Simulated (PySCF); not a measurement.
Geometry (Å), atoms numbered from 1 in this order:
```xyz
19

C     2.039   -0.715   -1.084
C     1.106   -0.579    0.092
O     0.068    0.374   -0.194
C    -1.192   -0.129   -0.667
C    -2.090   -0.580    0.458
B     0.124    1.793    0.655
F    -0.030    1.411    1.953
F    -0.919    2.491    0.138
F     1.361    2.263    0.356
H     2.843   -1.425   -0.842
H     1.516   -1.085   -1.978
H     2.489    0.260   -1.316
H     0.628   -1.532    0.366
H     1.623   -0.199    0.982
H    -1.638    0.701   -1.229
H    -0.963   -0.941   -1.374
H    -2.324    0.260    1.126
H    -3.031   -0.969    0.042
H    -1.629   -1.381    1.056
```

Geometry: PBE0-D3(BJ)/def2-SVP; GIAO absolute shieldings from PySCF 2.14, gas phase, non-relativistic, averaged over equivalent atoms.

At mPW1PW91/pcSseg-2 (464 basis functions, of the order of 2.1 core-minutes):
```csv
atoms,σ (ppm)
C2/C4,114.0
C1/C5,169.6
O3,259.8
B6,99.1
F7/F8/F9,339.0
H13/H14/H15/H16,27.35
H10/H11/H12/H17/H18/H19,30.03
```

Q: What do these become at KT3/pcSseg-2?

A: 
| atoms | σ at KT3/pcSseg-2 | change |
| --- | --- | --- |
| C2/C4 | 111.8 | -2.2 |
| C1/C5 | 167.0 | -2.6 |
| O3 | 245.8 | -14.0 |
| B6 | 98.6 | -0.5 |
| F7/F8/F9 | 332.6 | -6.4 |
| H13/H14/H15/H16 | 27.31 | -0.04 |
| H10/H11/H12/H17/H18/H19 | 30.08 | +0.05 |

The largest change is at O3 (donor oxygen of a Lewis adduct). Cost: 464 basis functions, roughly 2.2 core-minutes.
